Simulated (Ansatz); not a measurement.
Z-matrix (Å, degrees):
```
Si
O 1 1.6553
H 2 0.9579 1 117.81
H 1 1.4923 2 111.23 3 -59.50
H 1 1.4923 4 106.77 2 -121.53
Si 1 2.3423 4 111.11 5 -121.30
O 6 1.6553 1 105.46 4 59.36
H 7 0.9579 6 117.81 1 -179.94
H 6 1.4923 7 111.23 8 59.50
H 6 1.4923 9 106.77 7 121.53
```
Charge 0, spin multiplicity 1.

Computed with frozen-core CCSD(T)/cc-pVTZ // PBE0-D4/def2-TZVP run with Ansatz (a first-principles code).

```
Quantity                        Value
----------------------  -------------
HF energy               -731.25766 Ha
MP2 correlation energy    -0.73106 Ha
```

### Question
Estimate the CCSD correlation energy, the (T) correction, the total energy and the T1 diagnostic.

### Answer

```yaml
CCSD correlation energy: -0.77074 Ha
"(T) correction": -0.02600 Ha
CCSD(T) total energy: -732.05441 Ha
T1 diagnostic: 0.011
```
